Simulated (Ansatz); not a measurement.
System: CaF2, net charge -1, doublet state. 
Geometry from a B3LYP-D3(BJ)/def2-TZVP (Ansatz, an electronic-structure program) optimisation:
```
Ca
F 1 2.0552
F 1 2.0552 2 120.58
```
Charge -1, spin multiplicity 2.

Basis-set convergence of Hartree-Fock and CCSD correlation energies (hartree) with Ansatz. Valence correlation only, unless marked. UHF or UKS for open shells. Spin-orbit coupling is left out. The frozen core is the preceding noble-gas configuration, with the filled d and f shells of earlier blocks. The outer core of K, Ca and their heavier congeners is not correlated, a term that matters for these elements. No relativistic terms.

```tsv
basis	functions	E(HF)	E(corr, CCSD)
def2-SVPD	73	-875.57936	-0.43998
def2-TZVPPD	116	-875.89223	-0.55560
def2-QZVPPD	202	-875.91709	-0.60157
```

Extrapolating the two largest sets (X = 3 and 4) as X^-3: E(corr) = (64·(-0.60157) - 27·(-0.55560))/37 = -0.6351 Eh, an estimate of the basis-set limit. The largest set recovers 94.7 % of it, the smallest 69.3 %.
